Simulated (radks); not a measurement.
The numbers below are computed, except where a source is named.
All-electron atom: the indium ion In2+ in [Kr] 4d10 5s1. Level of theory: scalar-relativistic Kohn-Sham, Wu-Cohen GGA, spin-unpolarised, spherical densities, finite nucleus; Fermi nuclear charge, rms radius 4.6156 fm (a radial shooting solver on a logarithmic mesh with Libxc functionals).

Unscreened Slater integrals over Kohn-Sham orbitals (eV).

| integral | value |
|---|---|
| F0(5s,5s) | 10.542 |
| F0(5s,4d) | 12.823 |
| G2(5s,4d) | 1.9576 |
| F0(5s,4p) | 13.215 |
| G1(5s,4p) | 0.87725 |
| F0(5s,4s) | 13.325 |
| G0(5s,4s) | 0.58482 |
| F0(4d,4d) | 21.177 |
| F2(4d,4d) | 10.551 |
| F4(4d,4d) | 6.9107 |
| F0(4d,4p) | 23.449 |
| F2(4d,4p) | 11.639 |
| G1(4d,4p) | 14.719 |
| G3(4d,4p) | 9.0156 |
| F0(4d,4s) | 24.172 |
| G2(4d,4s) | 10.948 |
| F0(4p,4p) | 26.575 |
| F2(4p,4p) | 13.917 |
| F0(4p,4s) | 27.631 |
| G1(4p,4s) | 18.752 |
| F0(4s,4s) | 28.838 |
